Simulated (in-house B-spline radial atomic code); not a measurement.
The numbers below are computed, except where a source is named.
Weak and strong correlation along the adiabatic connection

Two-electron singlets in several external potentials (atomic units), by full CI in B-splines with partial waves to l = 8 (correlation energies up to 0.6 % small). The repulsion is scaled by λ at fixed density; W(λ) is the mean repulsion less the Hartree energy, W(0) = E_x, and the area under W from 0 to 1 is E_xc.

Relative drop (W(λ) − E_x)/E_x:

```csv
system,λ = 0.12,λ = 0.25,λ = 0.4,λ = 0.6,λ = 0.8,λ = 1
"−Z exp(−kr)/r, Z = 7.99, k = 1.07",0.0024,0.0049,0.0078,0.0116,0.0154,0.0190
"−Z/r, Z = 1.34, wall at 5.12 bohr",0.0174,0.0347,0.0529,0.0746,0.0937,0.1108
"ω²r²/2 − Z/r, ω = 0.337, Z = 0.5",0.0215,0.0424,0.0636,0.0882,0.1091,0.1273
"−V exp(−r²/w²), V = 5.93, w = 11.7",0.0299,0.0577,0.0849,0.1148,0.1391,0.1592
"−Z/r, Z = 1.5, wall at 2 bohr",0.0101,0.0205,0.0318,0.0458,0.0587,0.0707
"−Z exp(−kr)/r, Z = 3.39, k = 0.857",0.0064,0.0132,0.0207,0.0302,0.0393,0.0480
"−V exp(−r²/w²), V = 1.33, w = 8.04",0.0375,0.0710,0.1025,0.1357,0.1615,0.1822
```

Question: Order the systems by how far second-order (GL2) theory, half the initial slope (estimated from the first points of each curve), overshoots the correlation energy, least first.
A. −Z/r, Z = 1.5, wall at 2 bohr
B. −V exp(−r²/w²), V = 1.33, w = 8.04
C. ω²r²/2 − Z/r, ω = 0.337, Z = 0.5
D. −Z exp(−kr)/r, Z = 3.39, k = 0.857
E. −Z/r, Z = 1.34, wall at 5.12 bohr
F. −V exp(−r²/w²), V = 5.93, w = 11.7
G. −Z exp(−kr)/r, Z = 7.99, k = 1.07

Answer: G (GL2/E_c = 1.03), D (GL2/E_c = 1.09), A (GL2/E_c = 1.15), E (GL2/E_c = 1.24), C (GL2/E_c = 1.31), F (GL2/E_c = 1.43), B (GL2/E_c = 1.55).

Question: What else changes along this order?

Answer: The ratio follows the bend of the curve. With it the leading natural occupation goes from 1.999 to 1.886 and −T_c/E_c from 0.97 to 0.64 between the first and the last.
